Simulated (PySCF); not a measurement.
CH5Ge2N. Atoms are numbered in the order given.

```xyz
9

C     -1.5804     0.4897     0.0000
N     -1.5457    -0.7875     0.0000
Ge     0.3339    -1.2111     0.0000
Ge     0.2902     1.2562     0.0000
H     -2.5477     1.0297     0.0000
H      0.7258    -2.0148    -1.2602
H      0.7258    -2.0148     1.2602
H      0.7136     2.0643    -1.2525
H      0.7136     2.0643     1.2525
```
Charge 0, spin multiplicity 1.

Geometry optimised at B3LYP-D3(BJ)/def2-SVP. The structure was generated by enumeration, and PubChem lists no compound with its InChIKey, so it may never have been made.

The numbers are results of PySCF with PBE/def2-TZVP, not measurements.

Isolated molecule, no solvent.

```json
{
  "total_energy": "-4249.11368 hartree",
  "point_group": "Cs",
  "highest_occupied_level": "-5.37 eV",
  "lowest_empty_level": "-1.98 eV",
  "orbital_gap": "3.39 eV",
  "dipole_moment": "0.322 e·Å",
  "quadrupole, principal values (traceless, Buckingham form, about the centre of nuclear charge)": "-6.60, 0.48, 6.12 D·Å",
  "mean_static_polarisability": "83.7 bohr³ (12.41 Å³)",
  "polarisability_principal_values": "66.2, 78.5, 106.4 bohr³"
}
```
